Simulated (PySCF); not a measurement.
## Finite-field polarisability of Ca (calcium, neutral)

[Ar] 4s2, closed-shell 1S. Computed with PySCF 2.14 in aug-cc-pVTZ-X2C (7s6p4d2f, 59 functions), with the spin-free X2C one-electron Hamiltonian (Gaussian nucleus). Frozen: [Ar]. Energy changes in a uniform field (μhartree):

```tsv
axis	F (au)	HF	MP2	CCSD	CCSD(T)
x	0.001	-91.306	-86.282	-89.038	-89.038
x	0.002	-365.612	-345.437	-356.373	-356.373
```

Question: Derive α along x at CCSD(T) from the two fields.

Answer: With ΔE = −αF²/2 − γF⁴/24, α = −(16 ΔE(F) − ΔE(2F))/(6F²) = 178.0 bohr³.

Question: And the mean polarisability at each level?

Answer: HF 182.5, MP2 172.5, CCSD 178.0, CCSD(T) 178.0 bohr³. Reference: 160.8 ± 4 bohr³ (recommended; Schwerdtfeger and Nagle, table of static dipole polarizabilities (2023 update)).

CCSD(T) lies more than 5 % above the reference; correlation of the frozen inner shells, absent here, would lower it.
